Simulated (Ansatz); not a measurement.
Cost and result up the ladder for Sn2S4 (6 atoms). The state is a singlet with charge 0. Geometry: PBE-D4/def2-SVP.

| atom | x (Å) | y (Å) | z (Å) |
| --- | --- | --- | --- |
| Sn1 | 0.7051 | -0.1022 | -1.9939 |
| Sn2 | -0.3061 | 1.8106 | 1.5755 |
| S3 | 0.3180 | -1.7308 | 0.1870 |
| S4 | -1.3458 | -1.3821 | -1.0500 |
| S5 | 0.1419 | -0.6530 | 1.9895 |
| S6 | 0.4868 | 2.0576 | -0.7082 |

Ansatz on 4 threads of Arm Neoverse V1 on a shared host. Times are rough, and most runs start from the orbitals of an earlier one. PBE0-D4/def2-TZVP serves as the yardstick here, not as an exact answer. Differences are given only for rows in sets of like size (and for xTB, whose basis is part of the method), since another set adds its own error. Binding counts from free atoms at the same level (Sn triplet, S triplet; other spins of the atoms weren't run), without zero-point energy or a counterpoise term.

In the def2 sets Sn takes a core potential; there is no spin–orbit coupling. Correlated methods freeze 28 core orbitals; core or outer-core shells of Sn are correlated, in sets that lack core-valence functions. The rows differ in basis, and correlated rows in double-zeta sets carry the largest basis error. Another isomer (singlet) lies 0.07 eV lower at PBE0-D4/def2-TZVP; other spin states weren't run for this one.

Correlated methods converge slowly with the basis, most of all in double-zeta sets.

```
                         level  functions  wall time  binding energy per atom (eV)  difference from PBE0-D4/def2-TZVP (eV)
PBE-D4/def2-TZVP (with forces)        248      6.5 s                          3.21                                    0.19
                  HF/def2-TZVP        248      8.5 s                          1.52                                   -1.49
           r2SCAN-D4/def2-TZVP        248       12 s                          3.04                                    0.02
             PBE0-D4/def2-TZVP        248       13 s                          3.02                                    0.00
              CCSD(T)/def2-SVP        124       18 s                          2.41                                       –
              B97M-V/def2-TZVP        248       20 s                          3.10                                    0.08
```
